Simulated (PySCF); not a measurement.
Polarisability and C₆ of Ti¹⁸⁺ (titanium, charge +18)

[He] 2s2, closed-shell 1S. Calculation: PySCF 2.14, in an even-tempered Gaussian basis (17 s from 3.8 bohr⁻², ratio 2.2; 8 p from 6 bohr⁻², ratio 2.4; 6 d from 18 bohr⁻², ratio 2.4; 5 f from 27 bohr⁻², ratio 2.4; 4 g from 40 bohr⁻², ratio 2.4); no relativity, point nucleus. Coupled (time-dependent) response in atomic units; α is the mean over directions.

| method | mean α (bohr³) | C₆ (like pair) | S(−4) |
| --- | --- | --- | --- |
| UHF | 0.03252 | 0.001879 | 0.006604 |
| PBE0 | 0.03111 | 0.001781 | 0.005924 |

S(−4) is the Cauchy moment in α(ω) = α(0) + S(−4) ω² + …

α(iu) at PBE0:

| u (hartree) | α(iu) (bohr³) |
| --- | --- |
| 0 | 0.03111 |
| 0.200 | 0.03088 |
| 0.400 | 0.03019 |
| 0.800 | 0.02775 |
| 1.20 | 0.02448 |
| 1.60 | 0.02105 |
| 2.00 | 0.01790 |
| 3.00 | 0.01197 |
| 4.00 | 0.008399 |
| 6.00 | 0.004894 |
| 10.0 | 0.002596 |

A single London oscillator, α(iu) = α/(1 + u²/ω²), gives C₆ = (3/4) ω α². Matching the computed C₆ needs ω = 4 × 0.001781 / (3 × 0.03111²) = 2.45 hartree.

For an ion, C₆ is the dispersion term alone; charge-induced terms of lower order in 1/R come first.
